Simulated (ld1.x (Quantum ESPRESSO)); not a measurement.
Reading a pseudo-wave (N)

Columns: radius, all-electron u(r) and pseudo u(r) of the 2s shell (level -18.81 eV) of nitrogen in the configuration [He] 2s1.5 2p3.5; PBE, scalar-relativistic, PAW scheme, ld1.x (Quantum ESPRESSO) 7.5.

| r (bohr) | all-electron | pseudo |
| --- | --- | --- |
| 0.132 | 0.3845 | -0.1637 |
| 0.265 | 0.1411 | -0.3265 |
| 0.398 | -0.2082 | -0.4833 |
| 0.530 | -0.5017 | -0.6263 |
| 0.663 | -0.7092 | -0.7483 |
| 0.795 | -0.8316 | -0.8376 |
| 0.928 | -0.8873 | -0.8873 |
| 1.060 | -0.8935 | -0.8935 |
| 1.193 | -0.8664 | -0.8664 |
| 1.325 | -0.8187 | -0.8187 |
| 1.458 | -0.7589 | -0.7589 |
| 1.590 | -0.6940 | -0.6940 |
| 1.723 | -0.6274 | -0.6274 |
| 1.855 | -0.5630 | -0.5630 |
| 1.988 | -0.5015 | -0.5015 |
| 2.120 | -0.4446 | -0.4446 |
| 2.252 | -0.3926 | -0.3926 |
| 2.385 | -0.3451 | -0.3451 |
| 2.518 | -0.3024 | -0.3024 |
| 2.650 | -0.2647 | -0.2647 |
| 2.782 | -0.2312 | -0.2312 |
| 2.915 | -0.2013 | -0.2013 |
| 3.048 | -0.1751 | -0.1751 |
| 3.180 | -0.1522 | -0.1522 |
| 3.312 | -0.1322 | -0.1322 |
| 3.445 | -0.1146 | -0.1146 |

Problem. How many radial nodes do the two functions have?

Solution. The all-electron 2s function has n − l − 1 = 1; the pseudo-wave has 0, since the states of the same l below it are removed with the core.

Problem. At about which radius was the pseudo-wave matched?

Solution. 0.95 bohr, where the columns begin to agree (steps of 0.13 bohr).

Problem. Is the pseudo-wave norm-conserving?

Solution. No, it belongs to a PAW set: the norm inside the radius is not constrained, and the difference is carried by the augmentation charge.
